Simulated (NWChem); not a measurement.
Molecule: SnHOBrF₂; SMILES [Br][Sn]([F])([OH])[F]

```xyz
6

O      1.8478     1.2621     0.0000
Sn     0.0185     0.5832     0.0000
F     -0.9338     1.2933     1.5081
F     -0.9338     1.2933    -1.5081
Br    -0.0218    -1.8505     0.0000
H      1.8658     2.2292     0.0000
```
Atoms are numbered in this order, from 1.

Results from NWChem. Structure relaxed at the PBE0/def2-SVP level. No frequency run checked for a minimum. def2 effective core potentials on Sn; no spin-orbit coupling. Total energies of different functionals are on different scales.

```csv
level,energy (Ha),highest occupied level (eV),orbital gap (eV),dipole (D)
B3LYP/def2-SVP,-3063.6302,-9.09,5.82,1.28
PBE/def2-SVP,-3062.8855,-7.86,4.01,1.26
LRC-wPBEh/def2-SVP,-3063.0054,-11.33,10.01,1.27
HCTH/407/def2-SVP,-3065.4603,-8.05,4.04,1.27
Hartree-Fock/def2-SVP,-3059.6512,-12.67,13.42,1.34
B97-2/def2-SVP,-3064.3663,-9.18,6.05,1.29
N12/def2-SVP,-3065.4720,-7.80,3.91,1.32
PW6B95/def2-SVP,-3065.0807,-9.49,6.50,1.30
BP86/def2-SVP,-3063.9265,-7.99,3.99,1.27
revPBE/def2-SVP,-3063.2685,-7.82,4.06,1.25
B97-D/def2-SVP,-3065.1266,-7.91,3.99,1.28
```
